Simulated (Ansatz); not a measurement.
Total energies of the cluster Te5Pb6 (the lowest singlet isomer of a short search) from Ansatz at PBE-D4/def2-SVP, gas phase (1 Eh = 27.2114 eV = 2625.5 kJ/mol). The reference geometry is relaxed at PBE-D4/def2-SVP.

```xyz
11

Pb    0.109   -1.952   -2.257
Pb   -0.347   -2.639    2.629
Pb    0.072    1.922   -2.633
Pb   -1.743    2.247    0.891
Pb   -2.702   -0.878    1.651
Pb    2.138    0.336    0.542
Te    1.458   -2.727    0.263
Te    2.381    0.022   -2.610
Te   -0.194    0.409    2.915
Te   -2.111    0.017   -1.265
Te    0.939    3.244   -0.125
```

```csv
state,geometry,energy (Eh)
charge 0 singlet,reference,-2498.13503
charge 1 doublet,reference,-2497.91762
charge -1 doublet,reference,-2498.19349
free Pb atom (triplet),–,-192.85919
free Te atom (triplet),–,-267.96343
```

In the def2 sets Pb, Te take a core potential; there is no spin–orbit coupling.

**Question.** Work out the vertical ionisation energy to the doublet.

**Answer.** E(charge 1 doublet) − E(charge 0 singlet) = -2497.91762 − (-2498.13503) = 0.21741 Eh = 5.92 eV. For comparison, −ε of the highest occupied level is 4.19 eV at this level, 1.73 eV less.

**Question.** Work out the vertical electron affinity, to the doublet.

**Answer.** E(charge 0 singlet) − E(charge -1 doublet) = -2498.13503 − (-2498.19349) = 0.05846 Eh = 1.59 eV. The basis lacks diffuse functions, which makes affinities too small.

**Question.** Give the fundamental gap IE − EA, the Mulliken electronegativity (IE + EA)/2 and the hardness (IE − EA)/2.

**Answer.** From the values in Eh: IE − EA = 0.21741 − 0.05846 = 0.15895 Eh = 4.33 eV; (IE + EA)/2 = 3.75 eV; (IE − EA)/2 = 2.16 eV. The HOMO–LUMO gap of the same run is 1.07 eV, 3.26 eV smaller than the fundamental gap.

**Question.** What is the binding energy per atom against free atoms?

**Answer.** Atoms: 6 × (-192.85919) + 5 × (-267.96343) = -2496.97229 Eh. Binding: -2496.97229 − (-2498.13503) = 1.16274 Eh = 31.64 eV, or 2.88 eV for each of 11 atoms (no zero-point energy, no counterpoise term).

The structure comes from a short search, and lower isomers may exist.
